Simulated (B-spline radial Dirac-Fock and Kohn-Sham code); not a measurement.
**Two-hole binding energies of W⁴⁺**

System: W⁴⁺ in the configuration 1s2 2s2 2p6 3s2 3p6 3d10 4s2 4p6 4d10 4f14 5s2 5p6 6s2 (not the ground configuration).

Level of theory: Dirac-Fock energy differences between relaxed states, corrected for Breit and QED terms; an atomic code on a B-spline grid. U is the two-hole binding energy less the two single-hole energies, the effective repulsion of the holes after relaxation. Each two-hole energy is an average over J within one jj subconfiguration.

| holes | E(a) (eV) | E(b) (eV) | E(ab) (eV) | U (eV) |
| --- | --- | --- | --- | --- |
| 1s⁻² | 69584.6 | 69584.6 | 140563.0 | 1393.9 |
| 2s⁻² | 12171.2 | 12171.2 | 24564.9 | 222.5 |
| 2s⁻¹ 2p1/2⁻¹ | 12171.2 | 11607.5 | 23991.0 | 212.3 |
| 2p3/2⁻² | 10270.1 | 10270.1 | 20775.0 | 234.8 |
| 2s⁻¹ 3p3/2⁻¹ | 12171.2 | 2348.3 | 14606.6 | 87.1 |
| 2s⁻¹ 3d3/2⁻¹ | 12171.2 | 1935.1 | 14204.9 | 98.6 |
| 2p1/2⁻¹ 3p3/2⁻¹ | 11607.5 | 2348.3 | ? | ? |
| 2p3/2⁻¹ 3p1/2⁻¹ | 10270.1 | 2641.2 | 13008.2 | 96.9 |
| 2p3/2⁻¹ 3d5/2⁻¹ | 10270.1 | 1872.7 | 12237.2 | 94.4 |
| 3p1/2⁻² | 2641.2 | 2641.2 | 5354.6 | 72.2 |
| 3d3/2⁻¹ 3d5/2⁻¹ | 1935.1 | 1872.7 | 3882.1 | 74.3 |
| 3d5/2⁻² | 1872.7 | 1872.7 | 3817.8 | 72.4 |
| 4d3/2⁻² | 323.3 | 323.3 | 676.6 | 30.0 |
| 5p3/2⁻² | 96.86 | 96.86 | 210.7 | 17.0 |

Task: Give the missing two-hole energy and U.

Result: E(ab) = 14047.6 eV and U = 91.7 eV.

Values without a named source are computed, but for edge energies of neutral atoms, which are taken from tables.
